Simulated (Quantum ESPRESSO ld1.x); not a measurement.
The numbers below are computed, except where a source is named.
Problem. These are the eigenvalues of the occupied orbitals of an atom or ion with whole-number occupations (hartree). Level of theory: Dirac Kohn-Sham, relativistic LDA (MacDonald-Vosko exchange, VWN5 correlation), spin-unpolarised, spherical densities, point nucleus (ld1.x of Quantum ESPRESSO 7.5).

orbital  eigenvalue
1s1/2      -517.327
2s1/2      -93.1551
2p1/2      -87.1957
2p3/2      -85.4290
3s1/2      -33.1326
3p1/2      -31.1096
3p3/2      -30.7232

Which element is it, and in what charge state? The configuration may be excited. Open shells, if any, are shared by 2j + 1.

Solution. Z = 35, bromine, charge +20: Br20+ in [Ne] 3s2 3p3. The list shows which subshells hold electrons but not how many an open one holds; the 1s level, -517.33 hartree, gives Z - s = 32.2 by -(Z - s)^2/2, which with screening and relativity narrows Z to a few neighbours, and the depths of the outer levels then fix element, charge and occupations together.
